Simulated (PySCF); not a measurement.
CH8FNSi2, SMILES C[Si@@](N)(F)[SiH3]. Heavy atoms are numbered as in [CH3:1][Si@@:2]([NH2:3])([F:4])[SiH3:5]. Hydrogens are named by the atom that carries them.

Geometry: B3LYP-D3(BJ)/def2-SVP. The structure was generated by enumeration; whether it is a known compound was not checked. Other conformers were not sampled.

Calculation: r2SCAN/def2-TZVP (PySCF).

Atomic charges (e), one atom of each kind:

| atom | IAO | Mulliken |
|---|---|---|
| C1 (CH3) | -0.77 | -0.48 |
| Si2 | 1.21 | 0.66 |
| N3 (NH2) | -0.86 | -0.65 |
| F4 | -0.55 | -0.34 |
| Si5 (SiH3) | 0.23 | 0.03 |
| H on C1 | 0.16 | 0.13 |
| H on N3 | 0.28 | 0.24 |
| H on Si5 | -0.10 | -0.04 |

Q: Give the Mayer and Wiberg (Löwdin basis) orders of the bonds. (Estimate from the structure and the level; the computed values follow.)

A: 
| bond | Mayer | Wiberg |
|---|---|---|
| C1–Si2 | 0.98 | 1.19 |
| Si2–N3 | 1.15 | 1.54 |
| Si2–F4 | 1.05 | 1.61 |
| Si2–Si5 | 0.94 | 1.05 |
